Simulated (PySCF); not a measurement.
C10H8S, SMILES c1ccc(-c2ccccc2)s1.

Coordinates come from a r2SCAN-D4/def2-SVP optimisation. A frequency run showed that this geometry is not a minimum. One conformer was computed; it need not be the lowest.

Vertical ionisation energy (IE) and electron affinity (EA) in eV. Rows of orbital energies are one-electron estimates. Where ΔSCF, EOM or ADC give a negative EA the extra electron is unbound and the value depends on the basis.

```tsv
level	IE	EA
−ε(HOMO), −ε(LUMO), CAM-B3LYP/def2-SVP (PySCF)	7.18	0.15
−ε(HOMO), −ε(LUMO), PBE/def2-SVP (PySCF)	5.21	1.98
```
